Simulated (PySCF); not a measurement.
C₄H₁₀Cd, SMILES [Cd]([CH2]C)[CH2]C.

Geometry optimised at B3LYP-D3(BJ)/def2-SVP. The isomer is the one that the SMILES or the coordinates give; other isomers of the formula were not compared. The def2 effective core potentials stand for the cores of Cd; spin–orbit coupling is left out. The values are those of a single conformer.

Calculation: TDA-M06-2X/def2-SVPD run with PySCF.

Vertical excitations. Gas-phase values at a fixed geometry. State labels are in the subgroup C2.

```
state  symmetry  energy (eV)  λ (nm)      f                            main pairs
-----  --------  -----------  ------  -----  ------------------------------------
S1            A         4.67     266  0.000                        HOMO→LUMO 98 %
S2            B         4.77     260  0.000                      HOMO→LUMO+1 98 %
S3            B         5.68     218  0.421                      HOMO→LUMO+2 93 %
S4            A         6.43     193  0.000  HOMO→LUMO+3 58 %, HOMO−1→LUMO+2 36 %
S5            B         6.70     185  0.196                      HOMO−1→LUMO 90 %
S6            A         6.87     180  0.145                    HOMO−1→LUMO+1 95 %
S7            A         7.09     175  0.000  HOMO−1→LUMO+2 59 %, HOMO→LUMO+3 35 %
S8            B         7.30     170  0.263                      HOMO→LUMO+4 87 %
S9            A         7.69     161  0.000                      HOMO→LUMO+5 87 %
S10           B         7.74     160  0.070  HOMO→LUMO+6 77 %, HOMO−1→LUMO+3 12 %
T1            B         4.43     280      0                      HOMO→LUMO+2 89 %
T2            A         4.44     279      0                        HOMO→LUMO 96 %
T3            B         4.56     272      0                      HOMO→LUMO+1 97 %
T4            B         5.97     208      0                      HOMO−1→LUMO 90 %
```
Triplets are in the Tamm–Dancoff approximation.
